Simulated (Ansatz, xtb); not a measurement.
Worked example: C2H5Cl + C2H5I → CH2ClI + C3H8

Species: C2H5Cl (chloroethane) `CCCl`, singlet; C2H5I (iodoethane) `CCI`, singlet; CH2ClI (chloroiodomethane) `ClCI`, singlet; C3H8 (propane) `CCC`, singlet. The partners trade CH3 for I; both sit on C, so the bond types are kept.

Shapes, held fixed at every level: PBE0-D4/def2-TZVP. Programs: Ansatz 0.2.0, xtb 6.7.1. The zero-point and thermal change to 298 K, harmonic and unscaled (PBE0-D4/def2-TZVP), is -1.0 kJ/mol.

At CCSD(T)/def2-TZVPP; 1 Eh = 2625.50 kJ/mol:

| species | energy (Eh) |
| --- | --- |
| C2H5Cl | -538.804039 |
| C2H5I | -376.217188 |
| CH2ClI | -796.094860 |
| C3H8 | -118.915650 |

**Question.** Work out ΔH(298 K) of the reaction at this level.

**Answer.** 
1. Products less reactants: (-796.094860) + (-118.915650) − [(-538.804039) + (-376.217188)] = 0.010717 Eh = +28.1 kJ/mol.
2. With the thermal change: +28.1 + (-1.0) = +27.1 kJ/mol.

Other levels give +23.9 (SPW92/def2-TZVPP) to +28.2 kJ/mol (BHLYP-D4/def2-TZVPP). No measured value is set beside it here. For atoms past krypton def2 sets carry core potentials with scalar relativity. Correlated rows may include outer-core shells of I, which these sets cover unevenly.
